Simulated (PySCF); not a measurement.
# Bond curve of TmF

Set-up: Tm x2c-SVPall, F x2c-SVPall; spin-free X2C with a Gaussian nucleus (PySCF 2.14). Energies in eV from Tm (4f13 6s2) + F in their ground configurations at the same level. State: triplet, about 12.6 electrons in the 4f shell (Mulliken), real f orbitals that mix terms.

All columns are PBE0. A positive dipole means Tm(−)F(+).

```csv
R (Å),E (eV),μ (D),Mulliken charge on Tm (basis-dependent),HOMO (eV),LUMO (eV),Mayer bond order,⟨S²⟩
1.696,-4.142,-1.43,0.26,-4.43,-2.04,1.23,2.00
1.775,-4.773,-1.91,0.31,-4.46,-2.14,1.17,2.00
1.854,-5.114,-2.36,0.36,-4.49,-2.22,1.12,2.00
1.913,-5.232,-2.70,0.39,-4.51,-2.27,1.07,2.00
1.972,-5.261,-3.03,0.42,-4.54,-2.32,1.04,2.00
2.031,-5.224,-3.36,0.45,-4.56,-2.36,1.00,2.00
2.110,-5.100,-3.78,0.47,-4.60,-2.42,0.96,2.00
2.209,-4.864,-4.31,0.50,-4.65,-2.49,0.92,2.00
2.327,-4.514,-4.92,0.53,-4.71,-2.57,0.88,2.00
2.485,-4.001,-5.72,0.55,-4.80,-2.68,0.84,2.00
```

A fit through these points gives, at Re = 1.966 Å, μ = -3.00 D and dμ/dR = -5.55 D/Å; the reduced mass is 17.08 u.

Problem. How strong is the fundamental in the double-harmonic approximation, I = 42.26·(dμ/dR)²/μred km/mol?

Solution. I = 42.26·(-5.55)²/17.08 = 76.2 km/mol at PBE0.

Spin–orbit coupling is left out, which matters for elements this heavy, above all for dissociation energies. With d or f electrons several states lie close, and the lowest PBE0 determinant need not be the measured ground state.
